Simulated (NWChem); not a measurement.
The numbers come from NWChem runs, not from measurements. System: FGa, charge 0, spin multiplicity 1, displaced from the optimised geometry. The structure started from a generated list of species. Level: BLYP/def2-TZVP.

Input file:

```
start mol
memory heap 200 mb stack 900 mb global 1100 mb
geometry units angstroms nocenter noautoz
  Ga     0.000000     0.000000    -0.409898
  F      0.000000     0.000000     1.411872
  symmetry group C2v
end
basis spherical
  * library def2-tzvp
end
dft
  xc becke88 lyp
  semidirect memsize 60000000 filesize 0
  iterations 100
  convergence energy 1e-9 density 1e-8 gradient 1e-7
end
task dft gradient
```

NWChem printed:

```
             Northwest Computational Chemistry Package (NWChem) 7.3.0
             --------------------------------------------------------

                                NWChem Input Module
                                -------------------

 Scaling coordinates for geometry "geometry" by  1.889725989
 (inverse scale =  0.529177249)

 Turning off AUTOSYM since
 SYMMETRY directive was detected!

                             Geometry "geometry" -> ""
                             -------------------------

 Output coordinates in angstroms (scale by  1.889725989 to convert to a.u.)

  No.       Tag          Charge          X              Y              Z
 ---- ---------------- ---------- -------------- -------------- --------------
    1 Ga                  31.0000     0.00000000     0.00000000    -0.40989800
    2 F                    9.0000     0.00000000     0.00000000     1.41187200

 Effective nuclear repulsion energy (a.u.)      81.0423118566

            Nuclear Dipole moment (a.u.)
            ----------------------------
        X                 Y               Z
 ---------------- ---------------- ----------------
     0.0000000000     0.0000000000     0.0000188973

      Symmetry information
      --------------------

 Group name             C2v
 Group number             16
 Group order               4
 No. of unique centers     2

      Symmetry unique atoms

     1    2


 Summary of "ao basis" -> "" (spherical)
 ------------------------------------------------------------------------------
       Tag                 Description            Shells   Functions and Types
 ---------------- ------------------------------  ------  ---------------------
 *                         def2-tzvp                  on all atoms

                                 NWChem DFT Module
                                 -----------------

 Summary of "ao basis" -> "ao basis" (spherical)
 ------------------------------------------------------------------------------
       Tag                 Description            Shells   Functions and Types
 ---------------- ------------------------------  ------  ---------------------
 Ga                        def2-tzvp                16       48   6s5p4d1f
 F                         def2-tzvp                11       31   5s3p2d1f

 Summary of "ao basis" -> "ao basis" (spherical)
 ------------------------------------------------------------------------------
       Tag                 Description            Shells   Functions and Types
 ---------------- ------------------------------  ------  ---------------------
 Ga                        def2-tzvp                16       48   6s5p4d1f
 F                         def2-tzvp                11       31   5s3p2d1f

      Symmetry analysis of basis
      --------------------------

        a1         35
        a2          8
        b1         18
        b2         18

  itol2e modified to match energy
  convergence criterion.
  tol_rho modified to match energy
  convergence criterion.

            General Information
            -------------------
          SCF calculation type: DFT
          Wavefunction type:  closed shell.
          No. of atoms     :     2
          No. of electrons :    40
           Alpha electrons :    20
            Beta electrons :    20
          Charge           :     0
          Spin multiplicity:     1
          Use of symmetry is: on ; symmetry adaption is: on
          Maximum number of iterations: 100
          AO basis - number of functions:    79
[...]
    19      0.651236  1 Ga px                16      0.476693  1 Ga px
    10     -0.190403  1 Ga px                54     -0.138421  2 F  px
    60     -0.115175  2 F  px                57     -0.102778  2 F  px
     7      0.071875  1 Ga px                40      0.071616  1 Ga d  1
    13     -0.033605  1 Ga px                25     -0.027967  1 Ga d  1

 Vector   22  Occ=0.000000D+00  E=-7.761586D-02  Symmetry=b2
              MO Center= -1.5D-16, -3.6D-15, -4.9D-01, r^2= 3.6D+00
   Bfn.  Coefficient  Atom+Function         Bfn.  Coefficient  Atom+Function
  ----- ------------  ---------------      ----- ------------  ---------------
    20      0.651236  1 Ga py                17      0.476693  1 Ga py
    11     -0.190403  1 Ga py                55     -0.138421  2 F  py
    61     -0.115175  2 F  py                58     -0.102778  2 F  py
     8      0.071875  1 Ga py                38     -0.071616  1 Ga d -1
    14     -0.033605  1 Ga py                23      0.027967  1 Ga d -1

 Vector   23  Occ=0.000000D+00  E= 2.836809D-04  Symmetry=a1
              MO Center=  3.6D-15, -1.9D-15, -5.1D-01, r^2= 4.9D+00
   Bfn.  Coefficient  Atom+Function         Bfn.  Coefficient  Atom+Function
  ----- ------------  ---------------      ----- ------------  ---------------
    21      0.919298  1 Ga pz                53     -0.363342  2 F  s
    18      0.286624  1 Ga pz                 6      0.250784  1 Ga s
     5      0.163051  1 Ga s                 39     -0.154853  1 Ga d  0
    62      0.141535  2 F  pz                56      0.133453  2 F  pz
    12     -0.122492  1 Ga pz                59      0.117022  2 F  pz

 center of mass
 --------------
 x =   0.00000000 y =   0.00000000 z =  -0.03071731

 moments of inertia (a.u.)
 ------------------
         176.512328798074           0.000000000000           0.000000000000
           0.000000000000         176.512328798074           0.000000000000
           0.000000000000           0.000000000000           0.000000000000

     Multipole analysis of the density
     ---------------------------------

     L   x y z        total         alpha         beta         nuclear
     -   - - -        -----         -----         ----         -------
     0   0 0 0     -0.000000    -20.000000    -20.000000     40.000000

     1   1 0 0     -0.000000     -0.000000     -0.000000      0.000000
     1   0 1 0     -0.000000     -0.000000     -0.000000      0.000000
     1   0 0 1     -0.935587     -0.467803     -0.467803      0.000019

     2   2 0 0    -14.234789     -7.117395     -7.117395      0.000000
     2   1 1 0      0.000000      0.000000      0.000000      0.000000
     2   1 0 1     -0.000000     -0.000000     -0.000000      0.000000
     2   0 2 0    -14.234789     -7.117395     -7.117395      0.000000
     2   0 1 1     -0.000000     -0.000000     -0.000000      0.000000
     2   0 0 2    -18.872538    -50.769464    -50.769464     82.666391

  itol2e modified to match energy
  convergence criterion.

            General Information
            -------------------
          SCF calculation type: DFT
          Wavefunction type:  closed shell.
          No. of atoms     :     2
          No. of electrons :    40
           Alpha electrons :    20
            Beta electrons :    20
          Charge           :     0
          Spin multiplicity:     1
          Use of symmetry is: on ; symmetry adaption is: on
          Maximum number of iterations: 100
          AO basis - number of functions:    79
                     number of shells:    27
          Convergence on energy requested:  1.00D-09
          Convergence on density requested:  1.00D-08
          Convergence on gradient requested:  1.00D-07

              XC Information
              --------------
                    Becke 1988 Exchange Functional  1.000
              Lee-Yang-Parr Correlation Functional  1.000

             Grid Information
             ----------------
          Grid used for XC integration:  medium
          Radial quadrature: Mura-Knowles
          Angular quadrature: Lebedev.
          Tag              B.-S. Rad. Rad. Pts. Rad. Cut. Ang. Pts.
          ---              ---------- --------- --------- ---------
          Ga                  1.30      112           7.0       590
          F                   0.50       49           8.0       434
          Grid pruning is: on
          Number of quadrature shells:   161
          Spatial weights used:  Erf1

          Convergence Information
          -----------------------
          Convergence aids based upon iterative change in
          total energy or number of iterations.
          Levelshifting, if invoked, occurs when the
          HOMO/LUMO gap drops below (HL_TOL):  1.00D-02
          DIIS, if invoked, will attempt to extrapolate
          using up to (NFOCK): 10 stored Fock matrices.

                    Damping( 0%)  Levelshifting(0.5)       DIIS
                  --------------- ------------------- ---------------
          dE  on:    start            ASAP                start
          dE off:    2 iters        100 iters           100 iters

      Screening Tolerance Information
      -------------------------------
          Density screening/tol_rho:  1.00D-12
          AO Gaussian exp screening on grid/accAOfunc:  21
          CD Gaussian exp screening on grid/accCDfunc:  20
          XC Gaussian exp screening on grid/accXCfunc:  20
          Schwarz screening/accCoul:  1.00D-10

                            NWChem DFT Gradient Module
                            --------------------------

  charge          =   0.00
  wavefunction    = closed shell

  Using symmetry

                         DFT ENERGY GRADIENTS

    atom               coordinates                        gradient
                 x          y          z           x          y          z
   1 Ga      0.000000   0.000000  -0.774595    0.000000   0.000000   0.000751
   2 F       0.000000   0.000000   2.668051    0.000000   0.000000  -0.000751

                 ----------------------------------------
                 |  Time  |  1-e(secs)   |  2-e(secs)   |
                 ----------------------------------------
                 |  CPU   |       0.01   |       8.08   |
                 ----------------------------------------
                 |  WALL  |       0.01   |       8.08   |
                 ----------------------------------------

 Task  times  cpu:       13.8s     wall:       13.8s

 Total times  cpu:       13.8s     wall:       13.8s
```
